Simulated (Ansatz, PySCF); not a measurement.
AlAs2FH4, SMILES [AsH2][Al]([F])[AsH2]. Atoms are numbered in the order given.

```xyz
8

Al     0.5874    -0.0874     0.3005
As    -1.2767    -1.3677     1.1015
H     -0.4607    -2.6462     0.9967
H     -1.8199    -1.4890    -0.3146
As     0.5452     1.5087    -1.4901
H      1.1770     2.5570    -0.5878
H     -0.8740     1.9128    -1.1197
F      2.0586    -0.3362     1.0603
```
Charge 0, spin multiplicity 1.

Geometry: ωB97X-D3(BJ)/def2-SVP. The structure was generated by enumeration; whether it is a known compound was not checked.

Two levels are set side by side: PBE-D3(BJ)/def2-SVP (Ansatz, a program for electronic structure) and ωB97X-D3(BJ)/def2-SVP (PySCF). Each level has its own optimised geometry; the coordinates shown are those of the second. Frequencies come from the Hessian of PySCF at each geometry. Differences are taken from unrounded values.

| quantity | ωB97X-D3(BJ) |
|---|---|
| mean bond length (Å) | 1.794 |
| bond Al1–As2 (Å) | 2.399 |
| bond Al1–As5 (Å) | 2.399 |
| bond Al1–F8 (Å) | 1.674 |
| bond As2–H3 (Å) | 1.520 |
| bond As2–H4 (Å) | 1.522 |
| bond As5–H6 (Å) | 1.521 |
| bond As5–H7 (Å) | 1.521 |
| highest harmonic wavenumber (cm⁻¹) | 2264 |
| mean harmonic wavenumber (cm⁻¹) | 852 |
| zero-point energy (kcal/mol) | 21.92 |

Task: What does PBE-D3(BJ) give, and how far is it from ωB97X-D3(BJ)? (The exact figures need the calculation; the answer reports its results.)

Result: 
| quantity | PBE-D3(BJ) | PBE-D3(BJ) minus ωB97X-D3(BJ) |
|---|---|---|
| mean bond length (Å) | 1.822 | 0.028 |
| bond Al1–As2 (Å) | 2.446 | 0.047 |
| bond Al1–As5 (Å) | 2.446 | 0.047 |
| bond Al1–F8 (Å) | 1.688 | 0.014 |
| bond As2–H3 (Å) | 1.543 | 0.023 |
| bond As2–H4 (Å) | 1.543 | 0.021 |
| bond As5–H6 (Å) | 1.543 | 0.022 |
| bond As5–H7 (Å) | 1.543 | 0.021 |
| highest harmonic wavenumber (cm⁻¹) | 2130 | -134 |
| mean harmonic wavenumber (cm⁻¹) | 799 | -53 |
| zero-point energy (kcal/mol) | 20.56 | -1.36 |

GGA bonds tend to be longer and softer than those of functionals with exact exchange. Differences between two approximate levels are no errors against the true value.
